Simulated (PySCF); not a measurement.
SnH₃Br, SMILES [SnH3][Br]. Atoms are numbered in the order given.

```xyz
5

Sn     0.0000     0.0000    -0.9812
Br     0.0000     0.0000     1.5270
H      1.4164     0.8177    -1.4617
H     -1.4164     0.8177    -1.4617
H      0.0000    -1.6355    -1.4617
```

The structure is a stationary point at B3LYP-D3(BJ)/def2-TZVP. The def2 effective core potentials stand for the cores of Sn; spin–orbit coupling is left out.

All values below come from TDA-PBE0/def2-SVPD (PySCF).

Vertical excitations; the highest root listed may be one member of a degenerate set.  State labels are in the subgroup Cs.

```json
[
 {"state": "S1", "symmetry": "A\"", "energy (eV)": "5.49", "λ (nm)": "226", "f": "0.017", "main pairs": "HOMO→LUMO (degenerate set)"},
 {"state": "S2", "symmetry": "A'", "energy (eV)": "5.49", "λ (nm)": "226", "f": "0.017", "main pairs": "HOMO−1→LUMO (degenerate set)"},
 {"state": "S3", "symmetry": "A\"", "energy (eV)": "6.75", "λ (nm)": "184", "f": "0.000", "main pairs": "HOMO→LUMO+1 (degenerate set)"},
 {"state": "S4", "symmetry": "A'", "energy (eV)": "6.75", "λ (nm)": "184", "f": "0.000", "main pairs": "HOMO−1→LUMO+1 (degenerate set)"},
 {"state": "S5", "symmetry": "A'", "energy (eV)": "7.38", "λ (nm)": "168", "f": "0.081", "main pairs": "HOMO−2→LUMO 39 %, HOMO−1→LUMO+2 29 %, HOMO→LUMO+3 29 %"},
 {"state": "S6", "symmetry": "A'", "energy (eV)": "7.42", "λ (nm)": "167", "f": "0.003", "main pairs": "HOMO−3→LUMO (degenerate set)"},
 {"state": "S7", "symmetry": "A\"", "energy (eV)": "7.42", "λ (nm)": "167", "f": "0.003", "main pairs": "HOMO−4→LUMO (degenerate set)"},
 {"state": "S8", "symmetry": "A\"", "energy (eV)": "7.43", "λ (nm)": "167", "f": "0.000", "main pairs": "HOMO→LUMO+2 49 %, HOMO−1→LUMO+3 49 %"},
 {"state": "S9", "symmetry": "A\"", "energy (eV)": "7.55", "λ (nm)": "164", "f": "0.003", "main pairs": "HOMO→LUMO+2, HOMO−1→LUMO+3 (degenerate set)"},
 {"state": "S10", "symmetry": "A'", "energy (eV)": "7.55", "λ (nm)": "164", "f": "0.003", "main pairs": "HOMO→LUMO+3, HOMO−1→LUMO+2 (degenerate set)"},
 {"state": "T1", "symmetry": "A\"", "energy (eV)": "5.03", "λ (nm)": "246", "f": "0", "main pairs": "HOMO→LUMO (degenerate set)"},
 {"state": "T2", "symmetry": "A'", "energy (eV)": "5.03", "λ (nm)": "246", "f": "0", "main pairs": "HOMO−1→LUMO (degenerate set)"},
 {"state": "T3", "symmetry": "A'", "energy (eV)": "6.23", "λ (nm)": "199", "f": "0", "main pairs": "HOMO−2→LUMO 95 %"},
 {"state": "T4", "symmetry": "A\"", "energy (eV)": "6.42", "λ (nm)": "193", "f": "0", "main pairs": "HOMO→LUMO+1 74 %"}
]
```
Triplets are in the Tamm–Dancoff approximation.
